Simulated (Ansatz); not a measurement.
Calculated with Ansatz (gas phase, PBE0-D4/def2-TZVP geometries, no zero-point term in ΔE). CCSD(T)/CBS is the MP2 limit (def2-TZVPP, def2-QZVPP) plus CCSD(T) − MP2 in def2-TZVPP, frozen cores. def2 core potentials past Kr. For Br, Hf outer-core shells are correlated without core-valence functions, which leaves a few kJ/mol of doubt a bond. Scalar relativity is left out up to krypton.

Reaction (redistribution): `Cl[Si](Br)(Br)Br` + `[F][Hf]([F])([F])[F]` → `F[Si](Cl)(Br)Br` + `[F][Hf]([F])([F])[Br]`

| level | ΔE (kcal/mol) |
| --- | --- |
| HF/def2-TZVPP | -14.0 |
| CCSD/def2-TZVPP | -10.2 |

(1) What does CCSD(T)/CBS give? (An estimate is asked.)

Largest T1 diagnostic among the species: 0.016.

Results:

(1) The calculation gave: -8.5 kcal/mol. The listed levels differ from it by -5.5, -1.7 kcal/mol.

At CCSD(T), def2-SVP lies +3.9 kcal/mol from the extrapolated value and def2-TZVPP −1.2 kcal/mol. From PBE to PBE0 (25 % exact exchange), in def2-TZVPP and without D4, ΔE moves by −1.8 kcal/mol. Leaving LDA and LC-ωPBE aside and taking each functional with its dispersion term where it has one, the values, not all of them listed here, spread over 5.7 kcal/mol, from BHLYP-D4 to revPBE-D4. LDA lies −1.2 kcal/mol from PBE without D4.
